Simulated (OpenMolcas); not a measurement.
**Ti2+: effect of the metal basis and ligand basis**

Ti2+ with 4 ligands (chloride) in tetrahedral coordination (Td) at 2.49 Å. A charge of +0.5 e stands 2.6 Å behind each ligand.

- Program: OpenMolcas 26.06
- Method: CASSCF
- Spin-orbit coupling: state interaction with AMFI integrals over the reference wave functions

Fixed: active space 2 electrons in 5 orbitals (3d), DKH2 Hamiltonian.

States (labels of Td). Energies in cm-1 above the lowest state or level, χT in cm3 K/mol.

| Run | Metal basis | Ligand basis | Ground state | First state of that spin | First gap with spin-orbit (degeneracies) | χT at 300 K | First state of another spin | Cost |
| --- | --- | --- | --- | --- | --- | --- | --- | --- |
| A | ANO-RCC-VDZP | ANO-RCC-VDZP | 3A2 | 3T2 2959 | 2922 (3, 1) | 1.040 | 1E 11510 | roughly 23 core-seconds |
| B | ANO-RCC-VTZP | ANO-RCC-VTZP | 3A2 | 3T2 2907 | 2871 (3, 1) | 1.041 | 1E 11506 | roughly 110 core-seconds |

Against A, the first state of the same spin changes by -1.8 % in B.

Costs are those of the RASSCF and RASSI steps.

Without dynamic correlation the repulsion within the d shell is too large (B by tens of per cent), so at a given field states of lower spin stand too high. Ligand-to-metal charge-transfer states are missing. With no ligand orbital active B as a rule stays too high, so bands that hang on it stand too high and its fall with covalency is understated. With metal d orbitals alone and no dynamic correlation the field as a rule comes out too small, by tens of per cent, by up to half for chloride and softer ligands. No measured value stands beside these numbers; the geometry is a model, was not optimised and need not be the one that this ion takes.
